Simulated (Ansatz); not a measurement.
C2H8InN, SMILES `C[N](C)[InH2]`. Charge 0, multiplicity 1. In takes the def2 core potential.

```csv
atom,x (Å),y (Å),z (Å)
C1,0.8668,-1.1053,0.2296
N2,0.0090,0.0247,-0.0053
C3,-1.3845,-0.3284,0.0304
In4,0.6852,1.8966,-0.3441
H5,1.9192,-0.8136,0.1968
H6,0.6783,-1.5639,1.2133
H7,0.7162,-1.8958,-0.5226
H8,-1.6739,-0.7522,1.0052
H9,-2.0161,0.5444,-0.1515
H10,-1.6339,-1.0849,-0.7305
H11,2.3913,2.0312,-0.3301
H12,-0.5575,3.0473,-0.5912
```

Problem. List the harmonic frequencies (cm⁻¹, unscaled) at PBE0-D4/def2-TZVP in Ansatz. (Estimate.)

Solution. Ansatz gave: 153, 199, 226, 259, 284, 298, 398, 508, 518, 566, 1013, 1089, 1115, 1155, 1238, 1287, 1438, 1462, 1466, 1473, 1496, 1514, 1847, 1854, 2957, 2964, 2988, 2998, 3102, 3103.

Problem. Is this a minimum?

Solution. Yes, all 30 modes are real.

Problem. Give the ideal-gas thermochemistry at 298.15 K and 1 bar (rigid rotor, harmonic oscillator; point group C2v, symmetry number 2).

Solution. Zero-point energy 245.0 kJ/mol; H(298) − E = 265.8 kJ/mol; entropy 338.3 J/(mol·K), of which translation 172.2, rotation 105.7, vibration 60.4; G(298) − E = 165.0 kJ/mol.

Problem. And at 400, 500, 600, 800 and 1000 K?

Solution. 
| T (K) | H − E (kJ/mol) | S (J/mol/K) | G − E (kJ/mol) |
| --- | --- | --- | --- |
| 400 | 277.8 | 372.8 | 128.7 |
| 500 | 291.6 | 403.4 | 89.9 |
| 600 | 307.2 | 431.8 | 48.1 |
| 800 | 342.8 | 482.9 | -43.5 |
| 1000 | 383.1 | 527.8 | -144.6 |
